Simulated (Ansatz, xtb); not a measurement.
Molecule: C2H2Cl3, net charge 0, doublet state. It need not be the lowest isomer of its formula. SMILES: ClC(Cl)[CH]Cl
Structure (B3LYP-D3(BJ)/def2-TZVP (Ansatz, a first-principles code) minimum search):
```xyz
7

C     -1.0215    -0.2834     0.1131
C      0.4209    -0.0936     0.2327
Cl     1.2519    -1.6760     0.2318
Cl     1.0672     0.9446    -1.1385
Cl    -2.0635     0.8976     0.7517
H     -1.4471    -0.9971    -0.5746
H      0.7059     0.4345     1.1350
```
Charge 0, spin multiplicity 2.

Harmonic wavenumbers from GFN2-xTB (xtb, at its own minimum), cm⁻¹: 46, 196, 219, 289, 326, 453, 512, 704, 838, 1089, 1130, 1152, 1247, 2962, 3110.

**Question.** Give the harmonic wavenumbers at B3LYP-D3(BJ)/def2-TZVP (Ansatz, finite differences of forces, unscaled).

**Answer.** 63, 208, 241, 322, 347, 502, 594, 739, 850, 1130, 1209, 1211, 1341, 3153, 3230 cm⁻¹. Zero-point energy 21.6 kcal/mol.

**Question.** From these and the geometry, give the ideal-gas thermochemistry at 298.15 K and 1 atm (rigid rotor, harmonic oscillator).

**Answer.** Point group C1, rotational symmetry number 1. Rotational constants 3.211, 1.454, 1.036 GHz. S(trans) 40.55, S(rot) 28.59, S(vib) 12.41, S(elec, spin only) 1.38, S 82.9 cal/(mol K). H(298) - H(0) 4.39 kcal/mol; G - E(el) 1.3 kcal/mol.
